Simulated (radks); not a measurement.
Question: Species: Eu+. Configuration: [Kr] 4d10 4f(5/2: 6, 7/2: 1) 5s2 5p(1/2: 2, 3/2: 3) 6s2 (not the ground configuration). All-electron calculation, Dirac Kohn-Sham, BLYP, spin-unpolarised, spherical densities, finite nucleus; Fermi nuclear charge, rms radius 5.1115 fm. Program: a radial shooting solver on a logarithmic mesh with Libxc functionals. Some entries of the table are withheld. Estimate them.

orbital,occ.,eigenvalue (eV),r(max) (bohr),<1/r> (bohr^-1)
1s1/2,2,-48330.00,0.01420,70.22
2s1/2,2,-7941.518,0.08072,16.72
2p1/2,2,-7535.779,0.06106,16.70
2p3/2,4,-6887.485,0.06679,14.82
3s1/2,2,-1755.143,0.2291,6.086
3p1/2,2,-1579.720,0.2162,6.002
3p3/2,4,-1447.587,0.2283,5.528
3d3/2,4,-1143.652,0.1817,(1)
3d5/2,6,-1114.893,0.1851,(2)
4s1/2,2,-356.6327,0.5277,2.538
4p1/2,2,-288.8846,0.5328,2.432
4p3/2,4,-259.7361,0.5588,2.270
4d3/2,4,-148.1742,(3),2.049
4d5/2,6,-142.9509,(4),2.009
5s1/2,2,-55.0707,1.230,0.9727
5p1/2,2,-36.6175,1.341,0.8583
5p3/2,3,-32.6344,1.417,0.8023
4f5/2,6,-13.5053,0.5903,1.436
4f7/2,1,-12.8783,0.5955,1.417
6s1/2,2,-9.9009,3.204,0.3506

Answer: 
(1) 3d3/2 <1/r> (bohr^-1): 5.404
(2) 3d5/2 <1/r> (bohr^-1): 5.286
(3) 4d3/2 r(max) (bohr): 0.5686
(4) 4d5/2 r(max) (bohr): 0.5771
